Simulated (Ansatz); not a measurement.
Reaction R1 + 0.5 R2 → P1, each structure at its B3LYP-D3(BJ)/def2-TZVP stationary point, reached from a drawn start (curvature not checked).
R1: SO2 (SMILES O=S=O), charge 0, multiplicity 1.
P1: O3S (SMILES O=S(=O)=O), charge 0, multiplicity 1.
R2: O2 (SMILES O=O), charge 0, multiplicity 3.

P less R. No zero-point or thermal terms; singlets are restricted closed shells; open shells are unrestricted; no spin–orbit coupling.

Correlated levels freeze the cores.

Codes used: Ansatz (a first-principles code) with Gaussian orbitals. All values are computed, each at the level named.

Total energies in hartree:

```tsv
structure	PBE/def2-TZVPP	r2SCAN/def2-TZVPP	CCSD(T)/cc-pV(Q+d)Z
R1	-548.401316	-548.615326	-548.055511
P1	-623.563240	-623.819639	-623.181818
R2	-150.248609	-150.324131	-150.173871
```

Problem. Work out the reaction energy at each level in kcal/mol (1 hartree = 627.50947 kcal/mol), and say how far PBE/def2-TZVPP lies from CCSD(T)/cc-pV(Q+d)Z.

Solution. 
- PBE/def2-TZVPP: (-623.563240) − 0.5 × (-150.248609) − (-548.401316) = -0.037620 hartree = -23.61 kcal/mol
- r2SCAN/def2-TZVPP: (-623.819639) − 0.5 × (-150.324131) − (-548.615326) = -0.042248 hartree = -26.51 kcal/mol
- CCSD(T)/cc-pV(Q+d)Z: (-623.181818) − 0.5 × (-150.173871) − (-548.055511) = -0.039372 hartree = -24.71 kcal/mol
PBE/def2-TZVPP less CCSD(T)/cc-pV(Q+d)Z: 1.10 kcal/mol. CCSD(T)/cc-pV(Q+d)Z is the level counted from, the highest shown, and no exact or measured value.
